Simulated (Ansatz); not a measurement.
**RhC: shapes and states compared**

Computed with Ansatz's Gaussian-basis code (development build). Basis cc-pwCVTZ-PP on Rh, cc-pVTZ on C, scalar-relativistic core potentials (28 electrons on Rh), no spin–orbit coupling, 1 orbital frozen in the corrections; active space CAS(11,9). Restricted Hartree–Fock, then the lowest state-specific CASSCF solution met for each case. Coupled cluster stands on the determinant that it favours, not always the lowest RHF. Single-reference values can break down or jump between states where bonds are stretched. Unlike active orbitals can shift such differences by tenths of an eV, at times by over 1 eV.

Case A, doublet: bond length 1.8550 Å.

Case B, quartet: bond length 1.6130 Å.

Case C, doublet: bond length 1.6130 Å.

Energy less that of case A, in eV:

```csv
case,RHF/ROHF,CASSCF,CCSD(T)
B,-0.529,+1.580,+1.262
C,-1.053,-0.856,-0.860
```

(1) What does SC-NEVPT2 give for these differences?

(2) Which case is lowest, and do the methods agree?

Answers

(1) B: +1.315 eV (30.3 kcal/mol); C: -0.797 eV (-18.4 kcal/mol).

(2) C is lowest in SC-NEVPT2. Of the methods shown, RHF/ROHF, CASSCF, CCSD(T) agree.
